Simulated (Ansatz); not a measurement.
Ansatz results at the PBE0-D4/def2-TZVP geometry: HOMO energy (PBE/def2-TZVPP) -6.41 eV; HOMO energy (B3LYP/def2-TZVPP) -7.39 eV; HOMO–LUMO gap (B3LYP/def2-TZVPP) 6.13 eV.

Q: Which molecule gave them?
A. `F[SiH]1[CH2][GaH][NH]1`
B. `C1CSC[SiH2]1`
C. `CC[SiH2][SbH2]`
D. `C[SiH2]C(O)F`

A: A. The others give `C[SiH2]C(O)F`: -6.74, -8.06, 8.34; `C1CSC[SiH2]1`: -5.12, -6.09, 6.23; `CC[SiH2][SbH2]`: -6.02, -6.79, 6.29.

B3LYP here is the variant with VWN-RPA as its local correlation; programs differ in this.
